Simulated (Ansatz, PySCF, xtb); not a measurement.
Positional isomers: benzothiophene boryl+boryl. Isolated molecules, 0 K electronic values unless said otherwise. One relaxed conformer stands for each flexible species; it need not be the lowest. Strings in code marks are SMILES.

Quantity: electronic energy of isomers of C8H8B2S relative to `Bc1cc2cccc(B)c2s1`, in kcal/mol. The restricted reference of `Bc1cc2c(B)cccc2s1`, `Bc1cc2cccc(B)c2s1`, `Bc1ccc2cc(B)sc2c1` and `Bc1ccc2scc(B)c2c1` is unstable towards unrestricted orbitals.

Level 1: frozen-core CCSD(T)/cc-pVDZ // PBE0-D4/def2-SVP (Ansatz, a first-principles code)
Level 2: B3LYP/LANL2DZ // PBE0-D4/def2-SVP (PySCF)
Level 3: BP86/6-31G* // PBE0-D4/def2-SVP (PySCF)
Level 4: GFN2-xTB (xtb)

| species | level 1 | level 2 | level 3 | level 4 |
|---|---|---|---|---|
| `Bc1ccc2scc(B)c2c1` | 1.25 | 1.26 | 1.76 | 1.07 |
| `Bc1ccc2cc(B)sc2c1` | 0.59 | 0.06 | 0.37 | 0.42 |
| `Bc1cc2c(B)cccc2s1` | 0.58 | 0.11 | 0.45 | 0.53 |
